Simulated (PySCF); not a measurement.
Structure problem from calculated spectra and properties.

Elements present: C, H, O and P. Monoisotopic mass: 142.0548 u.

| Quantity | Value |
| --- | --- |
| Rotational structure | rotational constants A, B, C: 2.583, 0.691, 0.651 GHz [GFN2-xTB] |
| NMR, other nuclei | isotropic shieldings of nuclei other than C and H, by class: 226 (1 O), 337 (1 P) ppm [GIAO PBE0/pcSseg-1] |
| Dipole | 4.51 D [PBE0/pcSseg-1] |
| 13C NMR | chemical shifts (computed TMS as zero) by class: 140.1 (1 C), 125.2 (1 C), 106.6 (1 C), 83.8 (1 C), 47.7 (1 C), 19.5 (1 C), 5.3 (1 C) ppm [GIAO PBE0/pcSseg-1] |
| 1H NMR | chemical shifts (computed TMS as zero) by class: 6.48 (1 H), 5.54 (1 H), 5.38 (1 H), 3.11 (1 H), 2.13 (1 H), 2.10 (3 H), 1.37 (3 H) ppm [GIAO PBE0/pcSseg-1] |

Gas-phase values; electronic properties from PySCF, density fitting. Levels stand in brackets. Isolated species at its GFN2-xTB geometry (one conformer only). NMR values are class means; diastereotopic atoms form classes of their own.

Question: Which formula fits the mass and the elements?

Answer: C7H11OP (calculated 142.0548). No other formula that holds each of these elements comes within 0.0003 u with a fitting electron parity and a possible valence count.

Question: What is the compound? Reason from the data.

Answer: Numbering: `[CH2:1]=[CH:2][CH2:3][P@@:4]([CH3:5])(=[O:6])[C:7]#[C:8][CH3:9]`. 7 carbons fall into 7 classes; from least to most shielded: alkene CH carbon [C2] (140.1 ppm), terminal =CH2 carbon [C1] (125.2 ppm), alkyne carbon [C8] (106.6 ppm), alkyne carbon [C7] (83.8 ppm), sp3 carbon bound to phosphorus [C3] (47.7 ppm), sp3 carbon bound to phosphorus [C5] (19.5 ppm), propargylic carbon [C9] (5.3 ppm). Hydrogen classes from least to most shielded: 1 H on an alkene CH carbon, C2 (6.48 ppm), 1 H on a terminal =CH2 carbon, C1 (5.54 ppm), 1 H on a terminal =CH2 carbon, C1 (5.38 ppm), 1 H on an sp3 carbon bound to phosphorus, C3 (3.11 ppm), 1 H on an sp3 carbon bound to phosphorus, C3 (2.13 ppm), 3 H on a propargylic carbon, C9 (2.10 ppm), 3 H on an sp3 carbon bound to phosphorus, C5 (1.37 ppm, a mean of values up to 1.2 ppm apart in this geometry). The other shieldings belong to: 226 ppm, phosphoryl oxygen [O6]; 337 ppm, phosphoryl phosphorus [P4]. The optimised geometry has point group C1 and is an asymmetric top. Structure: `C(=C)C[P@@](C)(=O)C#CC`. Computed isomers that give other values at the same levels: `C=CC1=C[P@@](C)(=O)CC1` (13C chemical shifts (computed TMS as zero) by class: 160.2 (1 C), 143.9 (1 C), 138.1 (1 C), 125.4 (1 C), 32.6 (1 C), 28.3 (1 C), 19.8 (1 C) ppm); `C/C=C\P1(=O)CC=CC1` (13C chemical shifts (computed TMS as zero) by class: 157.6 (1 C), 135.2 (2 C), 134.0 (1 C), 37.6 (2 C), 22.0 (1 C) ppm); `C=CP1CCC(=O)CC1` (13C chemical shifts (computed TMS as zero) by class: 215.1 (1 C), 155.5 (1 C), 130.9 (1 C), 38.1 (2 C), 23.7 (2 C) ppm). The assignments are read from this structure; whether some other isomer fits the data as well wasn't checked. The mirror image fits equally.

The values belong to the conformer `[CH2:1]=[CH:2][CH2:3][P@@:4]([CH3:5])(=[O:6])[C:7]#[C:8][CH3:9]`: C1–C2–C3–P4 116°, C2–C3–P4–C5 -68°.
